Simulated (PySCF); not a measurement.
# Energy and ionisation energy along a bond of AlBH3

Calculated results; nothing here was measured. They come from PySCF 2.14.0, an open-source quantum chemistry program, on an isolated molecule that a program drew, which may never have been made. The molecule is AlBH3 (charge 0, doublet), drawn as the SMILES string `[BH][AlH2]`.

The structure below is the HF double-zeta minimum with every atom moved a little at random, so it isn't optimised. Bond B1-Al2 is then set to each length in the table by shifting atoms 2, 4, 5 along it, with nothing else relaxed.
```xyz
5
AlBH3, angstrom
B    -0.2074    0.7387   -2.4695
Al   -0.8700   -1.1403   -1.9829
H     0.1827    1.9267   -2.7169
H    -1.4168   -2.0528   -3.1888
H    -0.8243   -1.5797   -0.5127
```

E is the energy above the same method's energy at the HF double-zeta minimum. IE is the energy to remove one electron at fixed geometry, to the singlet state of charge +1, as a difference of total energies. The basis family is cc-pV(n+d)Z, with UHF for radicals and no spin-orbit coupling. Best is HF at quadruple zeta, plus MP2 correlation extrapolated from triple and quadruple zeta, plus CCSD(T) minus MP2 at triple zeta, with a frozen core. The other columns are at triple zeta.

```
bond (Å)  E r2SCAN (kcal/mol)  E wB97X (kcal/mol)  E CCSD(T) (kcal/mol)  E best (kcal/mol)  IE r2SCAN (eV)  IE wB97X (eV)  IE CCSD(T) (eV)  IE best (eV)     T1
  2.0510                 2.36                2.45                  2.39               2.49           8.226          7.970            7.883         7.930  0.016
  2.0710                    ?                   ?                     ?                  ?               ?              ?                ?             ?      ?
  2.1610                 4.30                4.46                  4.07               4.38           8.032          7.744            7.661         7.709  0.016
  2.1790                 4.86                5.05                  4.60               4.94           8.001          7.709            7.626         7.674  0.017
  2.2080                 5.89                6.12                  5.59               5.98           7.952          7.652            7.570         7.618  0.017
  2.3220                11.07               11.54                 10.69              11.24           7.765          7.435            7.360         7.409  0.019
```

T1 is the CCSD diagnostic of the starting molecule.

**Estimate the best E and IE at 2.0710 Å from the other rows.**

A least-squares cubic in the inverse of the bond length through the other values of E best gives 2.60 kcal/mol there. A least-squares quadratic in the bond length through IE best gives 7.889 eV. The calculation gives 2.60 kcal/mol and 7.889 eV, so the fits miss by 0.00 kcal/mol and 0.000 eV. The same recipe one zeta lower moves these two values by 0.06 kcal/mol and 0.03 eV, a gauge of their own error. The rest of the row: E is 2.49 (r2SCAN), 2.58 (wB97X), 2.46 (CCSD(T)); IE is 8.190 (r2SCAN), 7.928 (wB97X), 7.842 (CCSD(T)); T1 is 0.016.
